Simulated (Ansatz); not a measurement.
Cost and result for the atomization energy of `C[SiH2][SiH](F)Cl` (11 atoms, 10 bonds).

Z-matrix (Å, degrees):
```
C
Si 1 1.872
H 1 1.092 2 110.6
H 1 1.092 2 110.5 3 -120.1
H 1 1.092 2 110.7 3 120.1
Si 2 2.340 1 110.1 3 178.1
H 2 1.489 1 111.5 3 59.8
H 2 1.489 1 111.6 3 -61.3
Cl 6 2.056 2 108.4 1 -54.5
F 6 1.600 2 110.1 1 62.6
H 6 1.482 2 116.9 1 -175.3
```

Total charge 0; spin multiplicity 1. The geometry is a stationary point of PBE0-D4/def2-TZVP. It is one conformer, not always the lowest. Program: Ansatz. All runs use 4 threads of an Arm Neoverse V2 on a shared host. Times are those of one run each, without the atoms' runs, and a repeat can differ threefold. Electronic energies, without spin–orbit coupling; frozen cores. CCSD(T)/CBS adds CCSD(T) − MP2 in def2-TZVPP to the MP2 limit, and its time is that of the two runs behind it. T1 = 0.011. B3LYP takes the VWN-RPA correlation (the form of Gaussian; ORCA's B3LYP/G).

CCSD(T)/CBS is a level of theory with its own doubt, some kJ/mol a heavy atom from the limit and from the frozen cores, so smaller differences don't rank the functionals.

```
                             level  functions  wall time
   PBE-D4/def2-TZVPP (with forces)        272      2.8 s
                PBE0-D4/def2-TZVPP        272      3.8 s
r2SCAN-D4/def2-TZVPP (with forces)        272        6 s
 B3LYP-D4/def2-TZVPP (with forces)        272        6 s
                 B2PLYP/def2-TZVPP        272        6 s
                ωB97X-V/def2-TZVPP        272        9 s
  ωB97M-V/def2-TZVPP (with forces)        272       14 s
                    MP2/def2-QZVPP        504       21 s
                CCSD(T)/def2-TZVPP        272    3.1 min
                 CCSD(T)/CBS(def2)          –    3.5 min
```

What atomization energy does each give, and how far from CCSD(T)/CBS? (An estimate is asked.)

Ansatz gave: 
```tsv
level	atomization (kcal/mol)	difference from CCSD(T)/CBS	per bond
PBE-D4/def2-TZVPP (with forces)	915.4	0.3	0.0
PBE0-D4/def2-TZVPP	907.6	-7.5	-0.7
r2SCAN-D4/def2-TZVPP (with forces)	915.2	0.1	0.0
B3LYP-D4/def2-TZVPP (with forces)	908.8	-6.3	-0.6
B2PLYP/def2-TZVPP	899.8	-15.3	-1.5
ωB97X-V/def2-TZVPP	918.3	3.2	0.3
ωB97M-V/def2-TZVPP (with forces)	914.6	-0.5	0.0
MP2/def2-QZVPP	915.4	0.3	0.0
CCSD(T)/def2-TZVPP	890.2	-24.9	-2.5
CCSD(T)/CBS(def2)	915.1	0.0	0.0
```

From PBE to PBE0 (25 % exact exchange), in def2-TZVPP and without D4, the atomization energy moves by −6.9 kcal/mol: exact exchange takes away binding that semilocal exchange gives to molecules. In def2-TZVPP, CCSD(T) changes the Hartree–Fock value by +193.4 kcal/mol (the triples alone add +10.5 kcal/mol) and MP2 by +203.7 kcal/mol; breaking electron pairs costs correlation energy, which Hartree–Fock lacks. The D4 term adds +10.3 kcal/mol with B3LYP and +5.5 kcal/mol with PBE0; it sums over pairs of atoms, weighted by their polarisabilities, and B3LYP, whose exchange is more repulsive, gets the larger term.
